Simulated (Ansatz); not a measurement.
Geometry optimisation, Ansatz, RKS PBE-D4/def2-SVP.

Input file:

```yaml
crystal:
  periodic: [false, false, false]
  atoms:
    - { symbol: C, position_ang: [-1.2544, 0.1561, 1.3526] }
    - { symbol: Ge, position_ang: [0.1032, -1.0354, 0.8146] }
    - { symbol: "N", position_ang: [0.8071, -1.89602, 2.29623] }
    - { symbol: Sn, position_ang: [1.91375, -0.62093, 3.4052] }
    - { symbol: H, position_ang: [-0.874, 0.9884, 1.9688] }
    - { symbol: H, position_ang: [-1.7517, 0.6757, 0.435] }
    - { symbol: H, position_ang: [-2.0586, -0.3486, 1.9046] }
    - { symbol: H, position_ang: [1.23896, -0.30433, 0.10738] }
    - { symbol: H, position_ang: [-0.56823, -2.09181, -0.14833] }
    - { symbol: H, position_ang: [-0.02427, -2.22414, 2.88694] }
    - { symbol: H, position_ang: [3.02291, 0.23806, 2.30858] }
    - { symbol: H, position_ang: [2.73659, -1.39541, 4.67238] }
    - { symbol: H, position_ang: [0.80137, 0.69168, 4.08175] }
basis:
  gaussian: { orbitals: def2-SVP }
hamiltonian:
  xc: pbe
  dispersion: d4
relax:
  f_tol: 0.015
  max_steps: 40
```

Launched with:

```bash
$ ansatz run input.yaml --threads 2 --pin off --max-ram 3072MiB --backend cpu --events-out ev --progress --plain --runs-dir out
```

**Question.** Where does it end, and by what steps?

**Answer.** The forces met the threshold. The force dipped under the threshold on the way, but the program's further checks kept it going. After 11 steps the energy has fallen by 0.414 eV; H13 moved furthest, 0.50 Å. Parted: Ge2–Sn4.

```
step  energy less start (eV)  largest force component (eV/Å)  accepted
   0                  0.0000                           2.054       yes
   1                 -0.2568                           1.226       yes
   2                 -0.3793                           0.501       yes
   3                 -0.3316                           0.722        no
   4                 -0.4061                           0.072       yes
   5                 -0.4122                           0.027       yes
   6                 -0.4088                           0.170        no
   7                 -0.4135                           0.018       yes
   8                 -0.4141                           0.008       yes
   9                 -0.4143                           0.019       yes
  10                 -0.4143                           0.016        no
  11                 -0.4144                           0.009       yes
```

```xyz
13
Properties=species:S:1:pos:R:3
C -1.469 0.244 1.181
Ge 0.003 -1.013 0.800
N 0.838 -1.682 2.319
Sn 2.039 -0.547 3.557
H -1.091 1.119 1.746
H -1.925 0.605 0.237
H -2.255 -0.252 1.785
H 1.118 -0.285 -0.004
H -0.541 -2.232 -0.001
H 0.248 -2.340 2.845
H 3.205 0.183 2.516
H 2.755 -1.651 4.678
H 1.166 0.683 4.425
```

Run time: 35 s on 2 threads of Intel(R) Xeon(R) CPU @ 2.60GHz (Ice Lake), on a shared host, peak memory 0.2 GiB.
